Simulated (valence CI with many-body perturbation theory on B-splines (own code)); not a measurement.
Missing levels of Ag25+

Calculated by valence CI with perturbative core correlation (CI+MBPT): four valence electrons over a frozen Dirac-Fock core [Ar], radial functions for each j: 7 s, 7 p, 8 d, 6 f, 4 g, 1 h, with the one-electron correlation potential Σ1 (screened to all orders), the two-electron term Σ2, the three-electron term Σ3, Breit, model QED; selected single and double excitations, second order for the rest, scaled by the run's own slope (own B-spline code, finite nucleus).

No measured spectrum was set against this ion. As an estimate, terms of the open shell hold to 2 to 4 % of their energy, and close levels can change places. Only levels of the ground parity were solved; by the run's estimate the other parity begins above the list, which can be wrong where configurations are misplaced.

| Level | E (eV) |
| --- | --- |
| 3d⁴ ⁵D_0 | 0.000 |
| 3d⁴ ⁵D_1 | ? |
| 3d⁴ ⁵D_2 | ? |
| 3d⁴ ⁵D_3 | ? |
| 3d⁴ ⁵D_4 | 9.224 |
| 3d⁴ ³P_0 [a] | 13.284 |
| 3d⁴ ³H_4 | ? |
| 3d⁴ ³G_3 | ? |
| 3d⁴ ³F_2 [a] | 17.518 |
| 3d⁴ ³H_5 | 17.868 |
| 3d⁴ ³P_1 [a] | 18.132 |
| 3d⁴ ³H_6 | 19.240 |
| 3d⁴ ³G_4 | 21.086 |
| 3d⁴ ³D_2 | 21.804 |
| 3d⁴ ³F_4 [a] | 22.518 |
| 3d⁴ ³F_3 [a] | 22.845 |
| 3d⁴ ³F_3 [b] | 24.789 |
| 3d⁴ ³P_2 [a] | 26.106 |
| 3d⁴ ³G_5 | ? |
| 3d⁴ ³D_1 | 27.500 |

Names give the largest LS component (configuration and term), which can be under half, so a name can repeat, a term be missing and a line seem to break the LS rules; names also repeat where a configuration has a term twice. Letters in brackets count levels of one name in rising energy.

**Question.** The levels stand in rising order. What does the calculation give for the missing energies?

**Answer.** 3d⁴ ⁵D_1 3.459; 3d⁴ ⁵D_2 6.205; 3d⁴ ⁵D_3 8.196; 3d⁴ ³H_4 14.344; 3d⁴ ³G_3 16.993; 3d⁴ ³G_5 26.277.
